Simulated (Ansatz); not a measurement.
Stepwise reaction of `C#[C][GeH]([CH3])[CH3]` with hydrogen, as a gas-phase model of exchange steps in deposition or etching. ΔE in kJ/mol.

Gas-phase electronic energies from Ansatz, PBE0-D4/def2-TZVP geometries. CCSD(T)/CBS adds triple-zeta CCSD(T) − MP2 to the extrapolated MP2 energy (def2 sets, frozen cores). This one scheme is used for every species. Functionals use def2-TZVPP. B3LYP here is the variant with VWN-RPA as its local correlation; programs differ in this. For Ge outer-core shells are correlated without core-valence functions, which leaves a few kJ/mol of doubt a bond. Scalar relativity is left out up to krypton.

```
step                                                  reaction  PBE-D4  B3LYP-D4  ωB97M-V  CCSD(T)/CBS
   1  `C#[C][GeH]([CH3])[CH3]` + H₂ → `C#[C][GeH2][CH3]` + CH₄   -33.0     -36.9    -34.5        -31.7
   2             `C#[C][GeH2][CH3]` + H₂ → `C#[C][GeH3]` + CH₄   -33.8     -38.0    -35.6        -32.3
```

By hand: ΔE of the 2 steps together at CCSD(T)/CBS.

(-31.7) + (-32.3) = -64.0 kJ/mol, or -32.0 kJ/mol a step.

In ΔE the steps differ by no more than 0.6 kJ/mol. All are downhill at CCSD(T)/CBS. PBE-D4 differs from CCSD(T)/CBS by -1.5 to -1.3 kJ/mol a step. Isolated molecules leave out the surface, adducts and barriers. Largest T1 diagnostic: 0.012.
